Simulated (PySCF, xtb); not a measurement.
Ti(OH)3(NH2) (H5NO3Ti), SMILES [NH2][Ti]([OH])([OH])[OH], multiplicity 1. One conformer was computed; it need not be the lowest.

Harmonic wavenumbers (cm⁻¹) from GFN2-xTB run with xtb at its own minimum, in rising order: 50, 94, 120, 136, 150, 174, 178, 201, 249, 301, 354, 373, 392, 503, 531, 600, 618, 657, 1486, 3311, 3334, 3573, 3591, 3613.

Question: What does PySCF 2.14.0 with PBE-D3(BJ)/def2-SVP give at its own minimum? (An estimate is asked for; the answer gives what the named calculation found.)

Answer: 151, 165, 174, 187, 214, 248, 269, 275, 340, 374, 469, 484, 505, 510, 670, 725, 764, 775, 1434, 3459, 3562, 3764, 3772, 3776. Paired by order, the mean absolute difference is 108 cm⁻¹ and the zero-point energies are 35.2 and 38.7 kcal/mol.
